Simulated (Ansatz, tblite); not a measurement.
Cost and result up the ladder for Si2O2 (4 atoms). Total charge 0; singlet. Geometry: PBE0-D4/def2-TZVP.

```xyz
4

Si    0.0479   -0.7984    0.9215
Si   -0.0482    0.7984   -0.9215
O     0.0539    0.8862    0.7651
O    -0.0536   -0.8862   -0.7651
```

Ansatz on 4 threads of Arm Neoverse V1 on a shared host; xTB runs through tblite on one thread. Times are rough, summed over both states, and most runs start from the orbitals of an earlier one. PBE0-D4/def2-TZVP serves as the yardstick here, not as an exact answer. The other state is a doublet.

The xTB rows come from tblite. The structure comes from a short search, and lower isomers may exist.

Run but left out: HF/def2-TZVPP, MP2/def2-TZVPP, CCSD/def2-TZVPP, CCSD(T)/def2-TZVPP (flagged by the program: other roots).

Raw xTB energies of ions are shifted by several eV.

| level | functions | vertical IE (eV) | difference from PBE0-D4/def2-TZVP (eV) |
| --- | --- | --- | --- |
| r2SCAN-D4/def2-TZVP | 136 | 8.94 | -0.16 |
| PBE-D4/def2-TZVP (with forces) | 136 | 8.89 | -0.21 |
| PBE0-D4/def2-TZVP | 136 | 9.10 | 0.00 |
| GFN1-xTB | 26 | 13.11 | 4.01 |
| GFN2-xTB | 26 | 13.44 | 4.34 |

Task: Estimate how long each takes.

Result: GFN2-xTB 0.005 s; GFN1-xTB 0.006 s; PBE-D4/def2-TZVP (with forces) 2.1 s; PBE0-D4/def2-TZVP 2.9 s; r2SCAN-D4/def2-TZVP 5.2 s. On shared hardware such times vary by a factor of up to 3.
